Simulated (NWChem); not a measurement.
Molecule: CH$_{5}$AlOS; SMILES [CH3][Al]([OH])[SH]

```xyz
9

Al     0.0924     0.3579    -0.0001
C     -1.3870     1.6403    -0.0003
H     -2.3570     1.1301    -0.0007
H     -1.3548     2.2915    -0.8828
H     -1.3553     2.2909     0.8827
O      1.7596     0.7713     0.0001
H      2.0553     1.6899    -0.0006
S     -0.2805    -1.8119    -0.0001
H      1.0303    -2.1420     0.0000
```
Atoms are numbered in this order, from 1.

Level: B3LYP/6-31G* (spherical d) (NWChem), optimised geometry, unscaled harmonic frequencies. 

Question: List the harmonic frequencies with IR intensities, and the thermochemistry.

Answer: 
```tsv
frequency (cm⁻¹)	IR intensity (km/mol)
35	0.0
146	4.2
198	13.6
205	5.7
274	90.4
315	74.0
440	24.8
603	135.0
628	30.4
681	57.7
695	46.6
741	129.5
876	122.2
1284	14.9
1491	1.3
1493	1.8
2676	4.4
3040	4.6
3108	10.0
3122	9.0
3837	55.9
```

```yaml
zero_point_energy: 37.0 kcal/mol
thermal correction to the enthalpy at 298.15 K (with zero-point energy): 42.2 kcal/mol
heat capacity Cv: 23.6 cal/(mol K)
entropy at 298.15 K and 1 atm (symmetry number 1): 84.3 cal/(mol K)
dipole_moment: 2.83 D
```

Rigid rotor and harmonic oscillator; modes under 100 cm⁻¹ make the entropy uncertain.
